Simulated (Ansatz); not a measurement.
Abridged output of a molecular run in Ansatz:

```
Functional definition: HF
1647 factors; integrals over basis functions are off by at most 1.3e-3 eV
mean field evaluation 1: about -29615.4892 eV, gradient 3.3e1 eV
mean field evaluation 2: about -29615.4964 eV, gradient 3.3e1 eV
mean field evaluation 4: about -29620.5460 eV, gradient 3.2e0 eV
mean field evaluation 8: about -29620.6729 eV, gradient 1.5e-1 eV
mean field -29620.67357735 eV, -1088.5396763541 hartree, gradient 1.6e-6 eV, S^2 0.757965; 0 other end points of the search recorded, 0 dependent functions left out
17 core orbitals not correlated: weight in the atoms' cores, before any rotation towards them, 1.000 or more for the frozen orbitals, at most 0.000 for the correlated occupied ones
reference -29620.67357735 eV, -1088.5396763541 hartree; 16, 15 occupied and 253, 254 virtual orbitals, 1647 factors
second order -22.68706331 eV of doubles, -0.00000000 eV of singles
cycle   1  -23.48465556 eV  change   -8.0e-1 eV  update   1.0e-1
cycle   2  -24.07714693 eV  change   -5.9e-1 eV  update   3.2e-2
cycle   3  -24.19295609 eV  change   -1.2e-1 eV  update   1.7e-2
cycle   4  -24.18269260 eV  change    1.0e-2 eV  update   6.1e-3
cycle   5  -24.18209420 eV  change    6.0e-4 eV  update   3.3e-3
cycle   6  -24.18270636 eV  change   -6.1e-4 eV  update   1.2e-3
cycle   7  -24.18270612 eV  change    2.3e-7 eV  update   5.0e-4
cycle   8  -24.18296304 eV  change   -2.6e-4 eV  update   1.9e-4
cycle   9  -24.18298839 eV  change   -2.5e-5 eV  update   7.4e-5
cycle  10  -24.18294139 eV  change    4.7e-5 eV  update   3.6e-5
cycle  11  -24.18296630 eV  change   -2.5e-5 eV  update   1.8e-5
perturbative correction -1.02426479 eV, -0.0376410367 hartree
Total energy: -29645.88080845 eV, -1089.4660250106 hartree
Checks for a lower state left out: cluster_reference
```

Its atoms:

Cartesian coordinates in Å:
```
N 0.052 -1.345 -1.512
Si -0.749 0.152 -1.773
S -1.801 0.761 0.003
Si -0.090 1.191 1.188
N 0.863 -0.239 1.389
H 0.680 -1.384 -0.720
H 0.390 -1.875 -2.301
H -1.782 -0.066 -2.830
H 0.816 2.181 0.555
H -0.655 1.754 2.444
H 0.451 -1.014 1.888
H 1.826 -0.115 1.668
```

Which basis set was used?
A. cc-pV(Q+d)Z
B. cc-pV(D+d)Z
C. def2-SVPD
D. def2-TZVPP

D. It gives 286 functions.

Write the keys of the input that set method, charge and spin (a neutral closed shell needs none for the last two).


```yaml
magnetization: {spin_polarized: true, initial_magnetization: 1}
correlation: {method: ccsd_t}
scf: {omitted_lower_state_checks: [cluster_reference]}
```
